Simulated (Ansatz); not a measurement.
`CC(=O)O[SiH3]` + H₂O → `O=C(O)O[SiH3]` + CH₄ at 400 K and 1 bar (formal hydrolysis of a C–C bond).

Program: Ansatz. Geometries: PBE0-D4/def2-TZVP. ΔE: electronic, gas phase. CCSD(T)/CBS is the MP2 limit (def2-TZVPP, def2-QZVPP) plus CCSD(T) − MP2 in def2-TZVPP, frozen cores. This one scheme is used for every species. One conformer a species, not always the lowest.

| species | CCSD(T)/CBS energy (Eh) | H − E (kJ/mol) | S (J/(mol·K)) |
| --- | --- | --- | --- |
| `CC(=O)O[SiH3]` | -519.18600 | 234.4 | 370.6 |
| H₂O | -76.37941 | 69.8 | 198.6 |
| `O=C(O)O[SiH3]` | -555.10886 | 173.4 | 351.0 |
| CH₄ | -40.46206 | 131.3 | 197.2 |

H − E and S are ideal-gas, rigid-rotor, harmonic terms from PBE0-D4/def2-TZVP, for one conformer and one mirror image of each species. 1 Eh = 2625.50 kJ/mol, R = 8.31446 J/(mol·K).

Task: By hand: ΔE, ΔH, ΔS and ΔG.

Result: ΔE = (-555.10886) + (-40.46206) − (-519.18600) − (-76.37941) = -0.00551 Eh = -14.5 kJ/mol. Δ(H − E) = 173.4 + 131.3 − 234.4 − 69.8 = 0.5, so ΔH = -14.0 kJ/mol. ΔS = 351.0 + 197.2 − 370.6 − 198.6 = -21.0 J/(mol·K). ΔG = -14.0 − 400 × (-21.0)/1000 = -5.6 kJ/mol.

Task: By hand: the equilibrium constant, and the temperature at which ΔG would vanish if ΔH and ΔS stayed fixed.

Result: log₁₀ K = −ΔG/(RT ln 10) = 0.7. ΔG = 0 at ΔH/ΔS = 667 K.

TΔS isn't small against ΔH here. The sign of ΔG lies within the doubt. A doubt of 5 kJ/mol in ΔE shifts log₁₀ K by 0.7 here. Other conformers and mirror images would add mixing entropy, several J/(mol·K) or more a flexible species. These are equilibria of isolated gas molecules and say nothing of rates. Largest T1 diagnostic: 0.014 (customary marks: 0.02 for closed shells, 0.045 for open ones).
